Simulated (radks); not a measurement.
The numbers below are computed, except where a source is named.
Fe4+, configuration [Ar] 3d3 4f1 (not the ground configuration). Code: a radial shooting solver on a logarithmic mesh with Libxc functionals. Model: Dirac Kohn-Sham, PBEsol, spin-unpolarised, spherical densities, finite nucleus; open shells fill j = l - 1/2 first; Fermi nuclear charge, rms radius 3.7377 fm. Some entries of the table are withheld. Estimate them.

| orbital | occ. | eigenvalue (Ry) | r(max) (bohr) | <r> (bohr) |
|---|---|---|---|---|
| 1s1/2 | 2 | -519.4627 | 0.03829 | 0.05850 |
| 2s1/2 | 2 | -66.00452 | 0.2227 | 0.2669 |
| 2p1/2 | 2 | (1) | 0.1782 | 0.2335 |
| 2p3/2 | 4 | (2) | 0.1807 | 0.2366 |
| 3s1/2 | 2 | -12.23959 | 0.6918 | (3) |
| 3p1/2 | 2 | -9.77443 | (4) | 0.8079 |
| 3p3/2 | 4 | -9.64857 | (5) | 0.8154 |
| 3d3/2 | 3 | -5.65820 | 0.6562 | 0.8670 |
| 3d5/2 | 0 | -5.64191 | 0.6580 | 0.8693 |
| 4f5/2 | 1 | -1.39155 | 3.078 | (6) |
| 4f7/2 | 0 | -1.39147 | 3.078 | (7) |

Answer. 
(1) 2p1/2 eigenvalue (Ry): -57.72620
(2) 2p3/2 eigenvalue (Ry): -56.81102
(3) 3s1/2 <r> (bohr): 0.7849
(4) 3p1/2 r(max) (bohr): 0.6942
(5) 3p3/2 r(max) (bohr): 0.7008
(6) 4f5/2 <r> (bohr): 3.413
(7) 4f7/2 <r> (bohr): 3.413
